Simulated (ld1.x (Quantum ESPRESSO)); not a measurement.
## Pseudopotential generation for Cr (Z = 24): PAW, PBEsol, fully relativistic.

| Item | Value |
| --- | --- |
| Element | chromium |
| Generator | ld1.x (Quantum ESPRESSO) 7.5 |
| Type | PAW |
| Functional | PBEsol |
| Relativity | fully relativistic |
| Frozen core | [Ar] |
| Valence charge | 6 |
| Reference configuration | 3d5.5 4s0.5 4p0 |
| Partial waves | 4s (bound): rcut 2.35, rcutus 2.60 bohr; 4s channel at 2.15 Ry: rcut 2.35, rcutus 2.60 bohr; 4p (bound, empty): rcut 2.55, rcutus 3.00 bohr; 4p channel at 2 Ry: rcut 2.55, rcutus 3.00 bohr; 3d (bound): rcut 0.85, rcutus 1.10 bohr; 3d channel at 1 Ry: rcut 0.85, rcutus 1.10 bohr |
| Local potential | all-electron potential smoothed inside 2.45 bohr (lloc = -1) |
| Core correction | Bessel-smoothed model core inside 0.55 bohr |
| Augmentation charge | PSQ, inside the norm-conserving radii |

Open shells are filled in proportion to 2j + 1 (rel_dist='average').

(1) Is a potential produced?

## Answers

(1) No. ld1.x (Quantum ESPRESSO) 7.5 stopped with "new_paw_hamiltonian: negative rho": the spherical valence density built from the smooth waves and the augmentation charge turned negative at some radius.
